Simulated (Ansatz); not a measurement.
## Molecular dynamics of AlH7N2OSi

Input file:

```yaml
crystal:
  periodic: [false, false, false]
  atoms:
    - { symbol: Al, position_ang: [-0.214217, -0.245115, 0.128742] }
    - { symbol: "N", position_ang: [-0.164531, 0.048304, 1.892667] }
    - { symbol: H, position_ang: [-0.933372, 0.409507, 2.436541] }
    - { symbol: H, position_ang: [0.647136, -0.133025, 2.463642] }
    - { symbol: O, position_ang: [1.168074, -0.863142, -0.664787] }
    - { symbol: Si, position_ang: [2.534689, -1.46387, -1.441966] }
    - { symbol: H, position_ang: [2.170232, -2.610942, -2.3498] }
    - { symbol: H, position_ang: [3.188798, -0.392599, -2.27675] }
    - { symbol: H, position_ang: [3.54458, -1.958423, -0.437467] }
    - { symbol: "N", position_ang: [-1.696361, 0.09848, -0.812208] }
    - { symbol: H, position_ang: [-2.552895, 0.461749, -0.421788] }
    - { symbol: H, position_ang: [-1.770833, -0.052424, -1.806926] }
basis:
  gaussian: { orbitals: "6-31G" }
hamiltonian:
  xc: pbe0
md:
  timestep: 0.5
  n_steps: 166
  ensemble: nvt_langevin
  temperature: 400.0
  initial_velocities: maxwell_boltzmann
  seed: 625907
  friction: 0.05
```

Command:

```bash
$ ansatz run input.yaml --threads 1 --pin off --max-ram 2048MiB --backend cpu --events-out ev --progress --plain --runs-dir out
```

It starts from a relaxed structure.

Output, in part (one step line in 2, the closing report, with atoms numbered from 0):

```
md step     0: t =     0.00 fs  T =   366.7 K  F+E_penalty+E_count = -19603.72412475 eV  E_kin = 0.568744 eV  (25 SCF iters)
md step     2: t =     1.00 fs  T =   318.0 K  F+E_penalty+E_count = -19603.69702046 eV  E_kin = 0.493290 eV  (30 SCF iters)
md step     4: t =     2.00 fs  T =   306.9 K  F+E_penalty+E_count = -19603.65797903 eV  E_kin = 0.476105 eV  (24 SCF iters)
md step     6: t =     3.00 fs  T =   276.2 K  F+E_penalty+E_count = -19603.61548228 eV  E_kin = 0.428349 eV  (23 SCF iters)
md step     8: t =     4.00 fs  T =   261.8 K  F+E_penalty+E_count = -19603.59284328 eV  E_kin = 0.406046 eV  (24 SCF iters)
md step    10: t =     5.00 fs  T =   286.9 K  F+E_penalty+E_count = -19603.58011122 eV  E_kin = 0.445080 eV  (29 SCF iters)
md step    12: t =     6.00 fs  T =   252.9 K  F+E_penalty+E_count = -19603.55513769 eV  E_kin = 0.392288 eV  (31 SCF iters)
md step    14: t =     7.00 fs  T =   223.8 K  F+E_penalty+E_count = -19603.52084242 eV  E_kin = 0.347140 eV  (32 SCF iters)
md step    16: t =     8.00 fs  T =   265.1 K  F+E_penalty+E_count = -19603.49080634 eV  E_kin = 0.411222 eV  (31 SCF iters)
md step    18: t =     9.00 fs  T =   282.4 K  F+E_penalty+E_count = -19603.48185064 eV  E_kin = 0.437965 eV  (33 SCF iters)
md step    20: t =    10.00 fs  T =   344.9 K  F+E_penalty+E_count = -19603.52259600 eV  E_kin = 0.534930 eV  (31 SCF iters)
md step    22: t =    11.00 fs  T =   377.2 K  F+E_penalty+E_count = -19603.55342448 eV  E_kin = 0.585118 eV  (30 SCF iters)
md step    24: t =    12.00 fs  T =   329.8 K  F+E_penalty+E_count = -19603.52523046 eV  E_kin = 0.511574 eV  (30 SCF iters)
md step    26: t =    13.00 fs  T =   292.0 K  F+E_penalty+E_count = -19603.46405250 eV  E_kin = 0.452933 eV  (31 SCF iters)
md step    28: t =    14.00 fs  T =   290.7 K  F+E_penalty+E_count = -19603.43703793 eV  E_kin = 0.450976 eV  (23 SCF iters)
md step    30: t =    15.00 fs  T =   297.7 K  F+E_penalty+E_count = -19603.44098507 eV  E_kin = 0.461692 eV  (31 SCF iters)
md step    32: t =    16.00 fs  T =   327.0 K  F+E_penalty+E_count = -19603.46846526 eV  E_kin = 0.507186 eV  (31 SCF iters)
md step    34: t =    17.00 fs  T =   362.7 K  F+E_penalty+E_count = -19603.47002220 eV  E_kin = 0.562554 eV  (31 SCF iters)
md step    36: t =    18.00 fs  T =   359.2 K  F+E_penalty+E_count = -19603.38448933 eV  E_kin = 0.557192 eV  (30 SCF iters)
md step    38: t =    19.00 fs  T =   318.5 K  F+E_penalty+E_count = -19603.23670268 eV  E_kin = 0.493957 eV  (31 SCF iters)
md step    40: t =    20.00 fs  T =   285.4 K  F+E_penalty+E_count = -19603.18364628 eV  E_kin = 0.442708 eV  (22 SCF iters)
md step    42: t =    21.00 fs  T =   343.7 K  F+E_penalty+E_count = -19603.23626740 eV  E_kin = 0.533160 eV  (32 SCF iters)
md step    44: t =    22.00 fs  T =   355.9 K  F+E_penalty+E_count = -19603.25244114 eV  E_kin = 0.552093 eV  (31 SCF iters)
md step    46: t =    23.00 fs  T =   400.8 K  F+E_penalty+E_count = -19603.23401475 eV  E_kin = 0.621701 eV  (32 SCF iters)
md step    48: t =    24.00 fs  T =   422.4 K  F+E_penalty+E_count = -19603.24740914 eV  E_kin = 0.655161 eV  (32 SCF iters)
md step    50: t =    25.00 fs  T =   502.1 K  F+E_penalty+E_count = -19603.28800719 eV  E_kin = 0.778774 eV  (31 SCF iters)
md step    52: t =    26.00 fs  T =   465.3 K  F+E_penalty+E_count = -19603.29333535 eV  E_kin = 0.721809 eV  (30 SCF iters)
md step    54: t =    27.00 fs  T =   471.3 K  F+E_penalty+E_count = -19603.22375455 eV  E_kin = 0.731007 eV  (31 SCF iters)
md step    56: t =    28.00 fs  T =   433.5 K  F+E_penalty+E_count = -19603.14571345 eV  E_kin = 0.672472 eV  (31 SCF iters)
md step    58: t =    29.00 fs  T =   437.0 K  F+E_penalty+E_count = -19603.11681745 eV  E_kin = 0.677825 eV  (31 SCF iters)
md step    60: t =    30.00 fs  T =   395.6 K  F+E_penalty+E_count = -19603.17254097 eV  E_kin = 0.613691 eV  (32 SCF iters)
md step    62: t =    31.00 fs  T =   413.4 K  F+E_penalty+E_count = -19603.26951042 eV  E_kin = 0.641160 eV  (31 SCF iters)
md step    64: t =    32.00 fs  T =   484.7 K  F+E_penalty+E_count = -19603.34958199 eV  E_kin = 0.751817 eV  (31 SCF iters)
md step    66: t =    33.00 fs  T =   510.0 K  F+E_penalty+E_count = -19603.37866660 eV  E_kin = 0.791140 eV  (31 SCF iters)
md step    68: t =    34.00 fs  T =   498.8 K  F+E_penalty+E_count = -19603.37227706 eV  E_kin = 0.773663 eV  (30 SCF iters)
md step    70: t =    35.00 fs  T =   419.9 K  F+E_penalty+E_count = -19603.36923089 eV  E_kin = 0.651263 eV  (31 SCF iters)
md step    72: t =    36.00 fs  T =   321.0 K  F+E_penalty+E_count = -19603.34592902 eV  E_kin = 0.497972 eV  (31 SCF iters)
md step    74: t =    37.00 fs  T =   224.7 K  F+E_penalty+E_count = -19603.30936307 eV  E_kin = 0.348468 eV  (30 SCF iters)
md step    76: t =    38.00 fs  T =   237.2 K  F+E_penalty+E_count = -19603.29431614 eV  E_kin = 0.367894 eV  (30 SCF iters)
md step    78: t =    39.00 fs  T =   310.6 K  F+E_penalty+E_count = -19603.31833519 eV  E_kin = 0.481782 eV  (30 SCF iters)
md step    80: t =    40.00 fs  T =   379.9 K  F+E_penalty+E_count = -19603.34069066 eV  E_kin = 0.589245 eV  (31 SCF iters)
md step    82: t =    41.00 fs  T =   351.8 K  F+E_penalty+E_count = -19603.32127055 eV  E_kin = 0.545630 eV  (30 SCF iters)
md step    84: t =    42.00 fs  T =   325.1 K  F+E_penalty+E_count = -19603.27257858 eV  E_kin = 0.504284 eV  (30 SCF iters)
md step    86: t =    43.00 fs  T =   321.1 K  F+E_penalty+E_count = -19603.25194379 eV  E_kin = 0.498110 eV  (30 SCF iters)
md step    88: t =    44.00 fs  T =   362.7 K  F+E_penalty+E_count = -19603.27977322 eV  E_kin = 0.562652 eV  (30 SCF iters)
md step    90: t =    45.00 fs  T =   410.4 K  F+E_penalty+E_count = -19603.33146158 eV  E_kin = 0.636510 eV  (27 SCF iters)
md step    92: t =    46.00 fs  T =   388.0 K  F+E_penalty+E_count = -19603.32681836 eV  E_kin = 0.601874 eV  (30 SCF iters)
md step    94: t =    47.00 fs  T =   289.4 K  F+E_penalty+E_count = -19603.23999658 eV  E_kin = 0.448909 eV  (31 SCF iters)
md step    96: t =    48.00 fs  T =   298.7 K  F+E_penalty+E_count = -19603.25083929 eV  E_kin = 0.463270 eV  (32 SCF iters)
md step    98: t =    49.00 fs  T =   412.2 K  F+E_penalty+E_count = -19603.32734946 eV  E_kin = 0.639308 eV  (30 SCF iters)
md step   100: t =    50.00 fs  T =   374.0 K  F+E_penalty+E_count = -19603.30816961 eV  E_kin = 0.580089 eV  (32 SCF iters)
md step   102: t =    51.00 fs  T =   326.7 K  F+E_penalty+E_count = -19603.24318289 eV  E_kin = 0.506728 eV  (32 SCF iters)
md step   104: t =    52.00 fs  T =   262.0 K  F+E_penalty+E_count = -19603.24600797 eV  E_kin = 0.406436 eV  (32 SCF iters)
md step   106: t =    53.00 fs  T =   353.8 K  F+E_penalty+E_count = -19603.30946290 eV  E_kin = 0.548750 eV  (32 SCF iters)
md step   108: t =    54.00 fs  T =   421.0 K  F+E_penalty+E_count = -19603.29938525 eV  E_kin = 0.653068 eV  (27 SCF iters)
md step   110: t =    55.00 fs  T =   358.1 K  F+E_penalty+E_count = -19603.16545506 eV  E_kin = 0.555397 eV  (31 SCF iters)
md step   112: t =    56.00 fs  T =   289.2 K  F+E_penalty+E_count = -19603.03749389 eV  E_kin = 0.448547 eV  (24 SCF iters)
md step   114: t =    57.00 fs  T =   312.3 K  F+E_penalty+E_count = -19603.09560682 eV  E_kin = 0.484367 eV  (32 SCF iters)
md step   116: t =    58.00 fs  T =   417.5 K  F+E_penalty+E_count = -19603.23357342 eV  E_kin = 0.647578 eV  (30 SCF iters)
md step   118: t =    59.00 fs  T =   405.0 K  F+E_penalty+E_count = -19603.25281061 eV  E_kin = 0.628142 eV  (31 SCF iters)
md step   120: t =    60.00 fs  T =   350.8 K  F+E_penalty+E_count = -19603.16289804 eV  E_kin = 0.544090 eV  (32 SCF iters)
md step   122: t =    61.00 fs  T =   348.2 K  F+E_penalty+E_count = -19603.14426382 eV  E_kin = 0.540105 eV  (31 SCF iters)
md step   124: t =    62.00 fs  T =   410.4 K  F+E_penalty+E_count = -19603.25591378 eV  E_kin = 0.636590 eV  (31 SCF iters)
md step   126: t =    63.00 fs  T =   439.7 K  F+E_penalty+E_count = -19603.29794531 eV  E_kin = 0.682058 eV  (28 SCF iters)
md step   128: t =    64.00 fs  T =   295.0 K  F+E_penalty+E_count = -19603.15968718 eV  E_kin = 0.457542 eV  (31 SCF iters)
md step   130: t =    65.00 fs  T =   233.7 K  F+E_penalty+E_count = -19603.09180900 eV  E_kin = 0.362421 eV  (32 SCF iters)
md step   132: t =    66.00 fs  T =   313.8 K  F+E_penalty+E_count = -19603.20579546 eV  E_kin = 0.486694 eV  (31 SCF iters)
md step   134: t =    67.00 fs  T =   385.5 K  F+E_penalty+E_count = -19603.34863248 eV  E_kin = 0.598010 eV  (30 SCF iters)
md step   136: t =    68.00 fs  T =   493.4 K  F+E_penalty+E_count = -19603.41819485 eV  E_kin = 0.765277 eV  (31 SCF iters)
md step   138: t =    69.00 fs  T =   496.7 K  F+E_penalty+E_count = -19603.40718479 eV  E_kin = 0.770419 eV  (30 SCF iters)
md step   140: t =    70.00 fs  T =   428.9 K  F+E_penalty+E_count = -19603.37616440 eV  E_kin = 0.665290 eV  (31 SCF iters)
md step   142: t =    71.00 fs  T =   481.9 K  F+E_penalty+E_count = -19603.41982812 eV  E_kin = 0.747548 eV  (31 SCF iters)
md step   144: t =    72.00 fs  T =   502.4 K  F+E_penalty+E_count = -19603.46720984 eV  E_kin = 0.779279 eV  (31 SCF iters)
md step   146: t =    73.00 fs  T =   548.4 K  F+E_penalty+E_count = -19603.44453709 eV  E_kin = 0.850590 eV  (30 SCF iters)
md step   148: t =    74.00 fs  T =   546.4 K  F+E_penalty+E_count = -19603.44826007 eV  E_kin = 0.847604 eV  (32 SCF iters)
md step   150: t =    75.00 fs  T =   601.2 K  F+E_penalty+E_count = -19603.44767957 eV  E_kin = 0.932487 eV  (32 SCF iters)
md step   152: t =    76.00 fs  T =   592.1 K  F+E_penalty+E_count = -19603.36591592 eV  E_kin = 0.918455 eV  (31 SCF iters)
md step   154: t =    77.00 fs  T =   488.2 K  F+E_penalty+E_count = -19603.27804609 eV  E_kin = 0.757235 eV  (29 SCF iters)
md step   156: t =    78.00 fs  T =   529.8 K  F+E_penalty+E_count = -19603.24070128 eV  E_kin = 0.821764 eV  (32 SCF iters)
md step   158: t =    79.00 fs  T =   555.6 K  F+E_penalty+E_count = -19603.25541321 eV  E_kin = 0.861815 eV  (30 SCF iters)
md step   160: t =    80.00 fs  T =   543.9 K  F+E_penalty+E_count = -19603.16442258 eV  E_kin = 0.843691 eV  (31 SCF iters)
md step   162: t =    81.00 fs  T =   495.9 K  F+E_penalty+E_count = -19603.00813590 eV  E_kin = 0.769212 eV  (29 SCF iters)
md step   164: t =    82.00 fs  T =   457.0 K  F+E_penalty+E_count = -19603.00483970 eV  E_kin = 0.708936 eV  (32 SCF iters)
md step   166: t =    83.00 fs  T =   567.9 K  F+E_penalty+E_count = -19603.14515745 eV  E_kin = 0.880913 eV  (27 SCF iters)
Total energy: -19603.14519409 eV, -720.4022983939 hartree
Atom 0 at    -0.316349    -0.357542     0.319107 Å, force     0.820614    -0.147515    -1.062921 eV/Å
Atom 1 at    -0.196062     0.198948     1.963841 Å, force    -1.758195     2.023505     1.405510 eV/Å
Atom 2 at    -0.839465     0.911620     2.359187 Å, force     0.116573    -0.858373    -0.722426 eV/Å
Atom 3 at     0.525532     0.170282     2.632913 Å, force     1.357039    -0.719772     0.427394 eV/Å
Atom 4 at     1.163560    -0.920800    -0.391891 Å, force    -0.070552     0.160972    -1.033266 eV/Å
Atom 5 at     2.528405    -1.223149    -1.414812 Å, force    -1.780751     1.520955    -0.082384 eV/Å
Atom 6 at     2.227616    -2.232191    -2.447156 Å, force    -0.112020    -0.489394    -0.345910 eV/Å
Atom 7 at     3.119838    -0.016071    -2.202509 Å, force    -0.411566    -0.414967     0.506487 eV/Å
Atom 8 at     3.407786    -1.658053    -0.408975 Å, force     1.828933    -0.806092     1.013987 eV/Å
Atom 9 at    -1.757032    -0.098380    -0.720037 Å, force     0.640484    -0.901455    -0.845213 eV/Å
Atom 10 at    -2.721839    -0.016997    -0.455427 Å, force    -0.153154     0.145236    -0.021969 eV/Å
Atom 11 at    -1.622623    -0.399702    -1.699691 Å, force    -0.477406     0.486900     0.760711 eV/Å
Dipole moment:    -0.186310     0.024467     0.017794 e Å
```

All steps were run. A run of 0.083 ps of so small a system gives no equilibrium averages. Limits of this set-up: no polarisation functions.

The same pairs are bonded in the first frame and the last. Pairs count as bonded within 1.25 times the sum of covalent radii (0.12 Å more for H–H).

Last frame:

```xyz
12
Properties=species:S:1:pos:R:3
Al -0.316 -0.357 0.319
N -0.196 0.199 1.964
H -0.840 0.912 2.359
H 0.525 0.170 2.633
O 1.164 -0.921 -0.392
Si 2.528 -1.223 -1.415
H 2.228 -2.232 -2.447
H 3.120 -0.016 -2.203
H 3.408 -1.658 -0.409
N -1.757 -0.098 -0.720
H -2.722 -0.017 -0.455
H -1.623 -0.400 -1.700
```

Time of the run: 13 min on 1 thread of Arm Neoverse V1 (shared host), peak memory 0.15 GiB.
